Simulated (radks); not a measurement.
Problem. The mean radii <r> (bohr) of the occupied orbitals of an atom or ion are listed with their occupations. Calculated with a radial shooting solver on a logarithmic mesh with Libxc functionals: Dirac Kohn-Sham, PBE, spin-unpolarised, spherical densities, finite nucleus; Fermi nuclear charge, rms radius of each element as measured or else 0.836 A^(1/3) + 0.57 fm.

orbital  occ.      <r>
1s1/2       2  0.02112
2s1/2       2  0.08923
2p1/2       2  0.07438
2p3/2       4  0.08144
3s1/2       2   0.2341
3p1/2       2   0.2238
3p3/2       4   0.2372
3d3/2       4   0.2097
3d5/2       6   0.2138
4s1/2       2   0.5294
4p1/2       2   0.5398
4p3/2       4   0.5701
4d3/2       4   0.6017
4d5/2       6   0.6125
5s1/2       2    1.276
5p1/2       2    1.418
5p3/2       4    1.507
4f5/2       6   0.8011
4f7/2       3   0.8129

Name the element and its charge. Open shells, if any, fill j = l - 1/2 first.

Solution. Z = 66, dysprosium, charge +3: Dy3+ in [Xe] 4f9. The 1s radius gives Z: for a bare nucleus <r> = (2 gamma + 1)/(2Z) with gamma = sqrt(1 - (Z/c)^2), 0.02085 bohr for Z = 66, and screening makes it slightly larger (0.02112 here). The occupations add up to 63, and the charge is Z minus that.
